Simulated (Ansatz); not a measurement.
Consider the cleavage of the Ga–Si bond: `B/C=C\O[SiH2][GaH2]` + CH₃SH → `C[S][GaH2]` + `B/C=C/O[SiH3]`.

Program: Ansatz. Geometries: PBE0-D4/def2-TZVP. ΔE: electronic, gas phase. CCSD(T)/CBS adds triple-zeta CCSD(T) − MP2 to the extrapolated MP2 energy (def2 sets, frozen cores). This one scheme is used for every species. Double bonds are as drawn, so ΔE can hold a change between cis and trans. Functionals use def2-TZVPP. For Ga outer-core shells are correlated without core-valence functions, which leaves a few kJ/mol of doubt a bond. Scalar relativity is left out up to krypton. One conformer a species, not always the lowest.

CCSD(T)/CBS gives -1.12 eV.

Problem. Another level gave -1.03 eV. Which?
A. CCSD/def2-TZVPP
B. B2PLYP/def2-TZVPP
C. MP2/def2-TZVPP
D. PBE0-D4/def2-TZVPP

Solution. D. PBE0-D4 -1.03, CCSD/def2-TZVPP -1.08, MP2/def2-TZVPP -1.19, B2PLYP -1.13 eV.

Largest T1 diagnostic among the species: 0.014.
